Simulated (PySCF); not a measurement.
Static response to an electric field

Species: C₆H₈FN.
Structure used (GFN2-xTB), in Å, numbered top down from 1:
```
atom  x, y, z in Å
N1     2.737    1.448   -0.482
C2     2.200    1.101    0.828
C3     0.859    0.534    0.783
C4    -0.248    0.092    0.634
C5    -1.560   -0.452    0.467
C6    -1.715   -1.805   -0.192
C7    -2.140   -0.574   -0.917
F8    -1.391   -0.165   -1.979
H9     2.772    0.625   -1.074
H10    2.134    2.125   -0.939
H11    2.883    0.383    1.296
H12    2.185    2.009    1.440
H13   -2.253   -0.192    1.259
H14   -2.474   -2.481    0.171
H15   -0.811   -2.284   -0.536
H16   -3.185   -0.354   -1.095
```

Level: CAM-B3LYP/def2-SVPD (PySCF), static field, nuclei fixed, core orbitals frozen in the response. The polarisability tensor in these axes (au):

```
x   96.43 17.52  5.15
y   17.52 72.09  1.82
z    5.15  1.82 68.07
```

Diagonalise the tensor; give its mean and Δα, where Δα² is half the sum of the squared differences of the eigenvalues.

Principal values 62.80, 67.44 and 106.35 au; mean 78.86 au = 11.69 Å³ = 13.00 × 10⁻⁴⁰ C²·m²/J; Δα = 41.43 au (53 % of the mean).

What is the dipole moment, and where does it point?

(-2.05, -1.20, 0.98) D, 2.57 D in size, pointing from the negative to the positive side. Measured along this direction, the outermost atoms are H10 and N1 at the negative end and H14 at the positive end.

What depolarisation ratio follows for Rayleigh scattering of linearly polarised light, taking the static tensor?

ρ = 3Δα²/(45ᾱ² + 4Δα²) = 5149.7/(279875 + 6866.2) = 0.018.

What would n − 1 = 2πNα be for an ideal gas of these molecules at 400 K and 1 atm, electronic part alone?

N = p/kT = 1.8347 × 10¹⁹ cm⁻³, so n − 1 = 2π × N × 11.69 × 10⁻²⁴ cm³ = 1347 × 10⁻⁶ at long wavelengths.

Find the Langevin capture rate constant for O2+ (31.990 u) meeting this molecule (113.064 u), k = 2.342 × 10⁻⁹ cm³/s × √(α in Å³ / reduced mass in u).

The reduced mass is 24.93 u, so k = 1.60 × 10⁻⁹ cm³/s. The formula leaves out the permanent dipole, which adds to the capture rate.

The structure is a single GFN2-xTB conformer in the gas phase; no vibrational or solvent corrections.

The run behind these numbers computed excited states as well. Time: 92 s wall. Hardware: an Arm Neoverse N1 with one thread (shared host).
